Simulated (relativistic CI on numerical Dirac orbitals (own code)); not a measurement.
# Transition arrays of Kr XVIII

Method of calculation: Dirac-Coulomb-Breit CI, orbitals from a KLI potential per configuration, QED by a radiative potential, valence Slater integrals scaled by 0.9, whole transition arrays (own radial code, finite nucleus).

CI space (outside the closed core [Ne] 3s2): 3p6 3d, 3p6 4f, 3p5 3d2, 3p6 4p, 3p6 5f. Levels of other configurations are missing.

All E1 lines from the levels of 3p6 3d; mean and standard deviation are weighted by gf, and upper levels are sorted by their leading configuration.

| Upper configuration | Lines | Σgf | Mean (eV) | Mean (nm) | σ (eV) | Strongest line (nm) |
| --- | --- | --- | --- | --- | --- | --- |
| 3p6 4f | 3 | 8.3 | 351.93 | 3.523 | 0.89 | 3.530 |
| 3p5 3d2 | 60 | 20.7 | 129.93 | 9.543 | 6.96 | 9.250 |
| 3p6 4p | 3 | 0.3 | 279.18 | 4.441 | 0.87 | 4.435 |
| 3p6 5f | 3 | 2.3 | 455.67 | 2.721 | 0.91 | 2.725 |

Σgf per state of the lower configuration in bins of 0.2 nm over the central range (centre: value): 2.7: 0.23, 3.5: 0.83, 4.5: 0.03, 9.1: 0.38, 9.3: 0.97, 9.9: 0.37, 10.1: 0.26.

(1) How do configuration mixing and the scaling of the Slater integrals move the arrays?

## Answers

(1) Slater scale 0.9, no configuration mixing: 3p6 4f 351.6 ± 0.9 eV (Σgf 7.5), 3p5 3d2 129.9 ± 6.9 eV (Σgf 21.1), 3p6 4p 279.1 ± 0.9 eV (Σgf 0.4), 3p6 5f 455.5 ± 0.9 eV (Σgf 2.0); Slater scale 1: 3p6 4f 352.0 ± 0.9 eV (Σgf 8.5), 3p5 3d2 132.7 ± 7.5 eV (Σgf 21.1), 3p6 4p 279.2 ± 0.9 eV (Σgf 0.3), 3p6 5f 455.7 ± 0.9 eV (Σgf 2.4); Slater scale 0.8: 3p6 4f 351.9 ± 0.9 eV (Σgf 8.2), 3p5 3d2 127.1 ± 6.5 eV (Σgf 20.3), 3p6 4p 279.2 ± 0.9 eV (Σgf 0.4), 3p6 5f 455.6 ± 0.9 eV (Σgf 2.3). With mixing, levels are counted to their leading configuration, so an array can shrink or vanish into another, and the sums then hold other lines.
